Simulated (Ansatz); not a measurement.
A made-up structure of BSiHOF (charge -1), closed shell:

B1  (-0.614, 1.182, 0.126)
Si2  (0.120, -0.603, -0.003)
O3  (-0.510, -1.954, -0.389)
F4  (-1.283, 1.248, 1.399)
H5  (-0.443, 2.061, -0.683)
(Å)

It is relaxed with PBE-D4/def2-SVPD and then PBE0-D4/def2-TZVPD (Ansatz 0.2.0). Atoms count as bonded within 1.22 times the sum of their covalent radii (H–H: 0.88 Å). The end point is not checked to be a true minimum.

Problem. Does its bonding change? (Judge from chemistry; the calculation decides.)

Solution. The calculation gives: No: no bond forms or breaks.

Where it ends: The first stage lowers the energy by 0.59 eV in 7 steps. It ends as BSiHOF ([O][Si][BH][F]), total charge -1:
```
atom    x (Å)    y (Å)    z (Å)
  B1  -0.7943   1.0853   0.1923
 Si2   0.1818  -0.7170   0.0394
  O3  -0.4416  -2.0126  -0.5640
  F4  -1.2396   1.6088   1.3693
  H5  -0.4354   1.9692  -0.5869
```

Labels in which every atom is bracketed show which atoms are joined, not bond orders.

For scale, one of the runs: PBE0-D4/def2-TZVPD relaxation, 169 basis functions, launched by `ansatz run in.yaml --threads 2 --pin off --events-out ev --progress --plain --max-ram 4352MiB`. Hardware: 2 CPU threads of an Arm Neoverse V1, shared host. Wall time about 23 s.
